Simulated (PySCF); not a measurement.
Compound: C5H6F2.
Cartesian coordinates in Å at the PBE0-D3(BJ)/def2-SVP level; atoms count from 1:
```xyz
13
C5H6F2 angstrom
C      1.5329    0.2332    0.4452
C      0.3406    0.0098   -0.4509
F      0.7930   -0.1853   -1.7377
C     -0.7093   -1.0548   -0.0055
C     -1.7041    0.0866    0.0941
C     -0.8085    0.9744   -0.3447
F     -0.8317    2.2717   -0.5628
H      2.2196   -0.6225    0.3672
H      1.2199    0.3476    1.4924
H      2.0711    1.1412    0.1363
H     -0.9057   -1.7886   -0.8017
H     -0.4723   -1.5798    0.9345
H     -2.7388    0.1453    0.4325
```

Jobs on this species (13 atoms, 54 electrons) with PySCF (density fitting). Hardware of each: one thread, Arm Neoverse V1 (aarch64), no GPU, shared host. Times come from a shared host and carry two figures at best. Peak memory is the resident size of the whole Python process, interpreter and libraries included.

Problem. Rank these jobs by wall time, shortest first.
A. PBE0/STO-3G; shieldings, ring-centre shieldings, charges and field gradients; 41 basis functions
B. B3LYP/cc-pVTZ; spin–spin couplings from 13 perturbed nuclei, spin–dipole term for 2 of them; 294 basis functions
C. PBE0/pcSseg-0; shieldings, ring-centre shieldings, charges and field gradients; 75 basis functions
D. KT2/pcSseg-1; shieldings, ring-centre shieldings; 149 basis functions
E. PBE0/cc-pVDZ; shieldings, ring-centre shieldings, charges and field gradients; 128 basis functions

Solution. A (3.7 s), C (6.3 s), E (13 s), D (22 s), B (71 s).

All jobs:

```csv
level and settings,work,basis functions,SCF cycles,wall time,peak memory
PBE0/STO-3G,"shieldings, ring-centre shieldings, charges and field gradients",41,13,3.7 s,0.42 GiB
PBE0/pcSseg-0,"shieldings, ring-centre shieldings, charges and field gradients",75,14,6.3 s,0.50 GiB
PBE0/6-31G,"shieldings, ring-centre shieldings, charges and field gradients",75,14,7.1 s,0.50 GiB
PBE0/cc-pVDZ,"shieldings, ring-centre shieldings, charges and field gradients",128,14,13 s,0.72 GiB
KT2/pcSseg-1,"shieldings, ring-centre shieldings",149,16,22 s,0.80 GiB
PBE0/aug-cc-pVDZ,"shieldings, ring-centre shieldings, charges and field gradients",215,14,28 s,0.90 GiB
PBE0/def2-TZVP,"shieldings, ring-centre shieldings, charges and field gradients",253,14,35 s,1.0 GiB
BHandHLYP/pcJ-1,"spin–spin couplings from 13 perturbed nuclei, spin–dipole term for 2 of them",249,12,62 s,1.0 GiB
B3LYP/cc-pVTZ,"spin–spin couplings from 13 perturbed nuclei, spin–dipole term for 2 of them",294,14,71 s,1.0 GiB
```

Problem. What do all jobs in the table cost together?

Solution. About 4.1 min; the longest takes about 29 % of that, and about 19 times as long as the shortest.
